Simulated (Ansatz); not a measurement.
A nudged elastic band was laid between two geometries of C₂H₆BrGeN (11 atoms, charge 0, multiplicity 1).

All numbers below come from RKS revPBE-D4/def2-SVP (Ansatz).

- movable images: 7
- climbing image: yes
- spring: 5.0 eV/Å²
- optimiser: quadratic models (default)
- start path: IDPP
- force threshold: 0.2 eV/Å
- iteration limit: 57
- end points: relaxed

First end point:

```xyz
11
Properties=species:S:1:pos:R:3
C -1.016 0.397 -1.205
C 0.237 0.049 -0.430
N 0.221 -1.266 0.287
Ge 0.425 0.164 1.509
Br 2.590 0.492 2.317
H -1.019 1.464 -1.507
H -1.930 0.189 -0.615
H -1.070 -0.225 -2.126
H 1.179 0.324 -0.949
H 1.056 -1.836 0.090
H -0.608 0.190 2.650
```

Last end point:

```xyz
11
Properties=species:S:1:pos:R:3
C -1.022 0.711 -1.043
C 0.237 0.293 -0.314
N 0.518 -1.177 -0.280
Ge 0.290 -0.495 1.470
Br 2.261 -0.170 2.678
H -0.867 0.616 -2.142
H -1.284 1.766 -0.821
H -1.880 0.064 -0.776
H 1.104 0.965 -0.490
H 1.479 -1.405 -0.571
H -0.772 -1.226 2.312
```

Problem. Which bonds break or form, and what moves?

Solution. No bond is made or broken. The dihedral H7–C1–C2–Ge4 goes from -31 to 90°. The two ends are copies of one structure, up to a mirror image or an exchange of like atoms.

Problem. Give the energies along the band, and the barrier.

Solution. It converged. The highest image is number 4 of 0 to 8, 0.119 eV above the ends, which have the same energy within 2 meV. The threshold of 0.2 eV/Å is loose, so the images may lie well off the minimum-energy path. Another band between the same ends (7 images) ends at a top of the same energy, where a vibrational analysis finds 1 clearly imaginary mode.

```tsv
image	path coordinate (Å)	energy (eV)	dihedral H7–C1–C2–Ge4 (°)
0	0.00	0.000	-31
1	0.42	0.017	-17
2	0.85	0.058	-1
3	1.27	0.101	14
4	1.70	0.119	29
5	2.13	0.101	45
6	2.55	0.059	60
7	2.98	0.018	75
8	3.41	0.000	90
```

Problem. What is the geometry of the highest image?

Solution. 
```xyz
11
Properties=species:S:1:pos:R:3
C -1.020 0.625 -1.119
C 0.239 0.242 -0.346
N 0.458 -1.228 -0.126
Ge 0.324 -0.326 1.522
Br 2.332 0.079 2.643
H -0.795 1.371 -1.908
H -1.818 1.053 -0.479
H -1.432 -0.287 -1.597
H 1.138 0.833 -0.614
H 1.390 -1.543 -0.432
H -0.750 -0.877 2.477
```

The run took 95 s on 2 threads of Arm Neoverse V1, with other jobs on the host, peak memory 0.2 GiB.
